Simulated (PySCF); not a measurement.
## Correlation energy of Si⁺ (silicon, charge +1)

[Ne] 3s2 3p1, 2P determinant. All numbers are calculated (PySCF 2.14, the spin-free X2C one-electron Hamiltonian (Gaussian nucleus), in Sapporo-DZP-2012). Frozen: [Ne]; 3 electrons correlated.

MP2 pair energies summed by pair of shells (mhartree):

| pair | energy | share (%) |
| --- | --- | --- |
| 3s-3s | -19.39 | 57.2 |
| 3s-3p | -14.53 | 42.8 |

Total MP2 correlation energy: -33.91 mhartree.

Same-spin part -2.20 and opposite-spin part -31.71 mhartree; SCS-MP2 scales them by 1/3 and 6/5 to -38.79 mhartree.

```json
{"level": "CCSD", "correlation energy (mhartree)": "-52.95"}
{"level": "(T)", "correlation energy (mhartree)": "-0.65"}
{"level": "CCSD(T)", "correlation energy (mhartree)": "-53.60"}
```

Diagnostics: T1 = 0.013, D1 = 0.0316, largest double amplitude 0.107.

Cost of the coupled-cluster step: 0.12 s of wall time on 1 thread of Neoverse-V2 (shared host), for 3 correlated electrons.
